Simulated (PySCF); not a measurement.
Gas-phase reaction: 2 BaOH + 4 HCl ⇌ 2 BaCl2 + 2 O + 3 H2

Method: PySCF energies (xtb for GFN2) plus ideal-gas RRHO corrections (1 bar). 'Table' is the NASA 1993 thermochemical table (part measured, part estimated). S°(298 K) at PBE0/def2-TZVP differs from the NASA 1993 table for BaCl2 (-5 J/mol/K); whether the harmonic model or the table's entry is off was not settled. † marks an energy on the PBE0/def2-TZVP geometry and frequencies; other levels use their own. CCSD(T) freezes the core. Open shells (unrestricted): BaOH (multiplicity 2), O (multiplicity 3, electronic degeneracy 9); the rest are closed-shell singlets. GFN2 has no spin-polarisation term. Spin-orbit splitting is ignored; it lowers the true energy and changes the entropy of O. Ba: scalar-relativistic def2 core potential, no spin-orbit coupling. CCSD(T) isn't extrapolated to the basis-set limit; its ΔH°(298 K) is 243.0 kJ in def2-SVP and 291.6 kJ in def2-TZVPP. The harmonic model lacks anharmonicity and excited electronic states, which grow with temperature; levels with a mode under 35 cm⁻¹ are left out. Soft modes under 120 cm⁻¹ make the harmonic entropy rough for BaCl2. The table's entry may be an old estimate for BaOH, BaCl2 (not checked at source).

```json
[
 {"level": "table", "ΔH°(298 K), kJ": "323.0", "minus table": "-", "ΔG°(1000 K), kJ": "197.0"},
 {"level": "CCSD(T)/def2-SVP†", "ΔH°(298 K), kJ": "243.0", "minus table": "-80.0", "ΔG°(1000 K), kJ": "131.0"},
 {"level": "GFN2-xTB", "ΔH°(298 K), kJ": "1324.2", "minus table": "1001.2", "ΔG°(1000 K), kJ": "1194.6"},
 {"level": "HF/def2-TZVP†", "ΔH°(298 K), kJ": "-120.7", "minus table": "-443.7", "ΔG°(1000 K), kJ": "-232.8"},
 {"level": "PBE/def2-TZVP†", "ΔH°(298 K), kJ": "372.9", "minus table": "49.9", "ΔG°(1000 K), kJ": "260.8"},
 {"level": "PBE0/def2-QZVP†", "ΔH°(298 K), kJ": "297.7", "minus table": "-25.3", "ΔG°(1000 K), kJ": "185.6"},
 {"level": "r2SCAN/def2-TZVP†", "ΔH°(298 K), kJ": "262.3", "minus table": "-60.7", "ΔG°(1000 K), kJ": "150.2"}
]
```
